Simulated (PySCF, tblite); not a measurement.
C₂H₆Cl₃Si₂ (doublet state).
Atom-mapped SMILES: `[SiH3:1][CH:2][Si@H:3]([Cl:4])[CH:5]([Cl:6])[Cl:7]` (hydrogens: H8, H9, H10 on Si1; H11 on C2; H12 on Si3; H13 on C5)

Jobs on this species (13 atoms, 97 electrons) with PySCF (density fitting) and tblite. Hardware of each: one thread, Arm Neoverse V1 (aarch64), no GPU (shared host). Times come from a shared host and carry two figures at best.

```csv
level and settings,work,basis functions,SCF cycles,wall time
GFN2-xTB,L-BFGS relaxation,–,–,?
GFN2-xTB,Hessian by finite differences,–,–,0.7 s
"UKS B3LYP, pcH-1 on C Cl H Si, non-relativistic, mean-field spin-orbit, GIAO","unrestricted SCF, g, hyperfine, density and orbital grids written",285,12,2.0 min
```

Q: Fill in the missing figures.

A: 
- GFN2-xTB; L-BFGS relaxation: 1.0 s

Q: What do all jobs in the table cost together?

A: About 2.0 min; the longest takes about 99 % of that, and about 170 times as long as the shortest.
